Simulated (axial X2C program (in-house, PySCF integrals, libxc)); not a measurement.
# Low determinants of Ge

Calculated with an in-house all-electron X2C program for linear molecules (integrals from PySCF), basis dyall-cv3z (cores contracted in-house), spin-free (one-electron X2C) and two-component (2c, atomic mean-field Coulomb and Gaunt terms). Energies in eV from the lowest row of each column (rows without correlated energies are left out; n/a marks j-coupled starts, which PBE0 does not hold); electrons by l are Mulliken totals of the Hartree–Fock solution, and PBE0 can relax to another configuration under the same block occupation. Coupled cluster uses truncated natural virtuals with an MP2 remainder. Frozen shells in the correlated columns: 3 s, 2 p.

Spin-free determinants:

```csv
electrons by l,"M_S, M_L",HF,MP2,CCSD(T),PBE0
s8 p14 d10,"1, 1",0.07,0.00,0.00,0.03
s8 p14 d10,"1, 0",0.00,0.01,0.00,0.00
s8 p14 d10,"0, 1",0.42,0.48,0.32,0.35
```

Two-component determinants:

| electrons by l | 2M_J | HF | MP2 | CCSD(T) | PBE0 |
| --- | --- | --- | --- | --- | --- |
| s8 p14 d10 | 0 | 0.79 | 0.41 | 0.00 | 0.55 |
| s8 p14 d10 | 2 | 0.00 | 0.00 | 0.00 | 0.00 |
| s8 p14 d10 | 4 | 0.14 | 0.04 | 0.07 | 0.10 |
| s8 p14 d10 | 2 | 0.38 | 0.41 | 0.28 | 0.30 |

Ground level as tabulated from the NIST Atomic Spectra Database (leading term): 2S+1 = 3, L = 1, J = 0.

Single determinants need not be terms or J levels, so several rows can belong to one term; PBE0 has no current term and treats spin collinearly, and Hartree–Fock breaks spherical symmetry, which spreads rows that should be degenerate. The search is wide but not exhaustive and can miss a configuration; gaps between s and d configurations can be off by some tenths of an eV with this basis and core.

The run took 2.4 min on 1 thread of Intel(R) Xeon(R) Processor @ 2.30GHz, on a shared host.
